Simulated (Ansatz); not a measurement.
Reaction (formal exchange of groups at the Si–C bond): `C#C[SiH2]C#C` + `[GaH3]` → `C#C[SiH2][GaH2]` + acetylene

Gas-phase electronic energies from Ansatz, PBE0-D4/def2-TZVP geometries. CCSD(T)/CBS is the MP2 limit (def2-TZVPP, def2-QZVPP) plus CCSD(T) − MP2 in def2-TZVPP, frozen cores. This one scheme is used for every species. DFT in def2-TZVPP. For Ga outer-core shells are correlated without core-valence functions, which leaves a few kJ/mol of doubt a bond. Scalar relativity is left out up to krypton.

```
             level  ΔE (eV)
            PBE-D4     0.07
              BLYP     0.16
RPA@PBE/def2-TZVPP     0.22
    CCSD/CBS(def2)     0.18
```

(1) What does CCSD(T)/CBS give? (Best estimate.)

Largest T1 diagnostic among the species: 0.014.

## Answers

(1) Computed: +0.17 eV. The listed levels differ from it by -0.10, -0.01, 0.05, 0.01 eV.

In def2-TZVPP, CCSD(T) changes the Hartree–Fock value by −0.12 eV (the triples alone add −0.00 eV) and MP2 by −0.05 eV. Leaving LDA and LC-ωPBE aside and taking each functional with its dispersion term where it has one, the values, not all of them listed here, spread over 0.19 eV, from PBE-D4 to B97M-V.
